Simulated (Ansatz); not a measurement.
System: CdBr, charge 0, multiplicity 2. The spin state was set by rule; other spins were not relaxed. 
Structure (B3LYP-D3(BJ)/def2-TZVP (Ansatz, a first-principles code) minimum search):
```
Cd
Br 1 2.5492
```
Charge 0, spin multiplicity 2.

Wanted: atomisation energy (electronic, to ground-state atoms), in kJ/mol. Correlated levels leave the core frozen unless marked. Open shells are spin-unrestricted. No spin-orbit coupling. The frozen core is the preceding noble-gas configuration, with the filled d and f shells of earlier blocks. In def2 rows, elements after Kr have scalar-relativistic effective core potentials. STO-3G rows are all-electron and non-relativistic. The coupled-cluster limit lacks core correlation, which all-electron functionals hold. CBS marks a two-point X^-3 extrapolation of the correlation energy; Hartree-Fock from the larger set.

```json
[
 {"level": "PBE0/STO-3G", "program": "Ansatz", "atomisation energy (kJ/mol)": "363.6"},
 {"level": "PBE0/def2-TZVPD", "program": "Ansatz", "atomisation energy (kJ/mol)": "160.8"},
 {"level": "HSE06-D3(BJ)/def2-TZVPD", "program": "Ansatz + dftd3", "atomisation energy (kJ/mol)": "?"},
 {"level": "CAM-B3LYP/def2-TZVPD", "program": "Ansatz", "atomisation energy (kJ/mol)": "143.1"},
 {"level": "PBE-QIDH/def2-TZVPD", "program": "Ansatz", "atomisation energy (kJ/mol)": "?"},
 {"level": "RPA@PBE/def2-TZVPP", "program": "Ansatz", "atomisation energy (kJ/mol)": "?"},
 {"level": "SCS-MP2/def2-SVPD", "program": "Ansatz", "atomisation energy (kJ/mol)": "143.3"},
 {"level": "SCS-MP2/def2-TZVPPD", "program": "Ansatz", "atomisation energy (kJ/mol)": "132.3"},
 {"level": "SCS-MP2/def2-QZVPP", "program": "Ansatz", "atomisation energy (kJ/mol)": "135.3"},
 {"level": "CCSD/def2-SVPD", "program": "Ansatz", "atomisation energy (kJ/mol)": "?"},
 {"level": "CCSD/def2-TZVPPD", "program": "Ansatz", "atomisation energy (kJ/mol)": "137.8"},
 {"level": "CCSD(T)/CBS(def2-TZVPPD,def2-QZVPPD)", "program": "Ansatz", "atomisation energy (kJ/mol)": "153.4"}
]
```

Task: What belongs in the gaps?

Result: 
- HSE06-D3(BJ)/def2-TZVPD, atomisation energy (kJ/mol): 164.8
- PBE-QIDH/def2-TZVPD, atomisation energy (kJ/mol): 172.3
- RPA@PBE/def2-TZVPP, atomisation energy (kJ/mol): 106.6
- CCSD/def2-SVPD, atomisation energy (kJ/mol): 140.9
